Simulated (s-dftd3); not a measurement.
CAuClO, charge -1, doublet, at a GFN2-xTB geometry (such geometries of metal compounds can be far from the true shape) (the multiplicity is a formal guess); D3(zero) for b97d in s-dftd3.

s-dftd3 was given this input:
```
$ s-dftd3 mol.xyz --zero b97d --json dftd3.json --noedisp --grad

# file mol.xyz
4

Au     0.00187973    -0.01709989     0.01746794
Cl    -0.20677363     1.68141805    -1.51886627
O      0.28995155    -2.33726505     2.08844160
C      0.17450683    -1.42251583     1.28887113
```

It wrote (shortened):

```
-----------------------------------
 s i m p l e   D F T - D 3  v1.4.0
-----------------------------------

Zero (Chai-Head-Gordon) damping: b97d-D3(0)
--------------------
  s6         1.0000
  s8         0.9090
  s9         0.0000
 rs6         0.8920
 rs8         1.0000
 alp        14.0000
--------------------

Dispersion energy:      -2.7809335765733E-03 Eh

Gradient norm:           1.4973970686486E-03 Eh/a0
--------------------------------------------------
     #    Z           dE/dx      dE/dy      dE/dz
--------------------------------------------------
     1   79 Au   -1.151E-04  9.317E-04 -8.367E-04
     2   17 Cl    3.600E-05 -2.931E-04  2.653E-04
     3    8 O     6.342E-05 -5.110E-04  4.564E-04
     4    6 C     1.569E-05 -1.275E-04  1.150E-04
--------------------------------------------------

Virial:
--------------------------------------------------
      component           x          y          z
--------------------------------------------------
          x       2.545E-05 -2.042E-04  1.814E-04
          y      -2.042E-04  1.638E-03 -1.455E-03
          z       1.814E-04 -1.455E-03  1.293E-03
--------------------------------------------------

[Info] JSON dump of results written to 'dftd3.json'
```
